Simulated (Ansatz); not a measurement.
A structure relaxed at r2SCAN-D4/def2-SVP in Ansatz, charge 0, singlet:

```tsv
atom	x (Å)	y (Å)	z (Å)
La1	-0.838	0.861	0.498
O2	-0.486	-1.258	-0.043
O3	1.296	0.370	-0.809
O4	-1.870	-0.845	-0.401
H5	2.221	0.241	-1.048
H6	-1.135	1.153	2.635
H7	0.812	-0.521	-0.832
```

**Question.** Give its formula.

**Answer.** the cluster LaO3H3.

**Question.** Summarise the bond lengths by kind (pairs closer than 1.2 times the sum of covalent radii, bridged metal pairs left out).

**Answer.** 3 × La–O 2.19 to 2.55 Å; 1 × O–O 1.49 Å; 2 × H–O 0.96 to 1.01 Å; 1 × H–La 2.18 Å. The metal has 4 neighbours: O 2.22 Å, O 2.55 Å, O 2.19 Å, H 2.18 Å.

In the def2 sets La takes a core potential; there is no spin–orbit coupling. The structure holds one bond between oxygen atoms, so isomers without such links may lie far lower. No other spin state of charge 0 was run. Another isomer (singlet) lies 0.83 eV lower at PBE0-D4/def2-TZVP; other spin states weren't run for this one.
